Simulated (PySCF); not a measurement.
C₉H₉F₃, SMILES CCc1ccccc1C(F)(F)F, GFN2-xTB optimised geometry.

```
21

C     -2.16    -2.18     1.48
C     -1.71    -1.88     0.04
C     -0.88    -0.63     0.00
C     -1.53     0.61     0.00
C     -0.82     1.79     0.01
C      0.56     1.78     0.01
C      1.23     0.57     0.00
C      0.51    -0.63     0.00
C      1.28    -1.92    -0.02
F      0.98    -2.73     1.01
F      1.06    -2.64    -1.14
F      2.61    -1.74     0.04
H     -2.71    -1.34     1.89
H     -1.29    -2.37     2.11
H     -2.79    -3.06     1.49
H     -2.60    -1.73    -0.58
H     -1.17    -2.73    -0.35
H     -2.61     0.62     0.00
H     -1.35     2.73     0.01
H      1.12     2.70     0.01
H      2.31     0.55     0.00
```

Density from PBE0/def2-SVP (PySCF) at that geometry.

Minimum of the electron density along straight lines between bonded atoms, close to the bond critical point (lines longer than 1.1 times the sum of covalent radii, or with two minima, are not listed):

```json
[
 {"bond": "C1–C2", "length / Å": "1.532", "ρ at the minimum / e bohr⁻³": "0.238", "∇²ρ there / e bohr⁻⁵": "-0.53", "position (fraction from the first atom)": "0.50"},
 {"bond": "C2–C3", "length / Å": "1.502", "ρ at the minimum / e bohr⁻³": "0.255", "∇²ρ there / e bohr⁻⁵": "-0.60", "position (fraction from the first atom)": "0.48"},
 {"bond": "C3–C4", "length / Å": "1.392", "ρ at the minimum / e bohr⁻³": "0.309", "∇²ρ there / e bohr⁻⁵": "-0.78", "position (fraction from the first atom)": "0.50"},
 {"bond": "C4–C5", "length / Å": "1.381", "ρ at the minimum / e bohr⁻³": "0.314", "∇²ρ there / e bohr⁻⁵": "-0.81", "position (fraction from the first atom)": "0.50"},
 {"bond": "C5–C6", "length / Å": "1.385", "ρ at the minimum / e bohr⁻³": "0.312", "∇²ρ there / e bohr⁻⁵": "-0.80", "position (fraction from the first atom)": "0.50"},
 {"bond": "C6–C7", "length / Å": "1.381", "ρ at the minimum / e bohr⁻³": "0.314", "∇²ρ there / e bohr⁻⁵": "-0.81", "position (fraction from the first atom)": "0.50"},
 {"bond": "C3–C8", "length / Å": "1.397", "ρ at the minimum / e bohr⁻³": "0.304", "∇²ρ there / e bohr⁻⁵": "-0.75", "position (fraction from the first atom)": "0.50"},
 {"bond": "C7–C8", "length / Å": "1.391", "ρ at the minimum / e bohr⁻³": "0.307", "∇²ρ there / e bohr⁻⁵": "-0.76", "position (fraction from the first atom)": "0.50"},
 {"bond": "C8–C9", "length / Å": "1.504", "ρ at the minimum / e bohr⁻³": "0.268", "∇²ρ there / e bohr⁻⁵": "-0.69", "position (fraction from the first atom)": "0.46"},
 {"bond": "C9–F10", "length / Å": "1.347", "ρ at the minimum / e bohr⁻³": "0.272", "∇²ρ there / e bohr⁻⁵": "-0.25", "position (fraction from the first atom)": "0.34"},
 {"bond": "C9–F11", "length / Å": "1.350", "ρ at the minimum / e bohr⁻³": "0.271", "∇²ρ there / e bohr⁻⁵": "-0.26", "position (fraction from the first atom)": "0.34"},
 {"bond": "C9–F12", "length / Å": "1.341", "ρ at the minimum / e bohr⁻³": "0.275", "∇²ρ there / e bohr⁻⁵": "-0.21", "position (fraction from the first atom)": "0.34"},
 {"bond": "C1–H13", "length / Å": "1.088", "ρ at the minimum / e bohr⁻³": "0.277", "∇²ρ there / e bohr⁻⁵": "-1.01", "position (fraction from the first atom)": "0.62"},
 {"bond": "C1–H14", "length / Å": "1.087", "ρ at the minimum / e bohr⁻³": "0.279", "∇²ρ there / e bohr⁻⁵": "-1.04", "position (fraction from the first atom)": "0.63"},
 {"bond": "C1–H15", "length / Å": "1.087", "ρ at the minimum / e bohr⁻³": "0.277", "∇²ρ there / e bohr⁻⁵": "-1.01", "position (fraction from the first atom)": "0.62"},
 {"bond": "C2–H16", "length / Å": "1.092", "ρ at the minimum / e bohr⁻³": "0.276", "∇²ρ there / e bohr⁻⁵": "-1.00", "position (fraction from the first atom)": "0.62"},
 {"bond": "C2–H17", "length / Å": "1.089", "ρ at the minimum / e bohr⁻³": "0.280", "∇²ρ there / e bohr⁻⁵": "-1.04", "position (fraction from the first atom)": "0.63"},
 {"bond": "C4–H18", "length / Å": "1.080", "ρ at the minimum / e bohr⁻³": "0.283", "∇²ρ there / e bohr⁻⁵": "-1.08", "position (fraction from the first atom)": "0.63"},
 {"bond": "C5–H19", "length / Å": "1.080", "ρ at the minimum / e bohr⁻³": "0.284", "∇²ρ there / e bohr⁻⁵": "-1.09", "position (fraction from the first atom)": "0.63"},
 {"bond": "C6–H20", "length / Å": "1.079", "ρ at the minimum / e bohr⁻³": "0.284", "∇²ρ there / e bohr⁻⁵": "-1.09", "position (fraction from the first atom)": "0.63"},
 {"bond": "C7–H21", "length / Å": "1.079", "ρ at the minimum / e bohr⁻³": "0.286", "∇²ρ there / e bohr⁻⁵": "-1.11", "position (fraction from the first atom)": "0.64"}
]
```
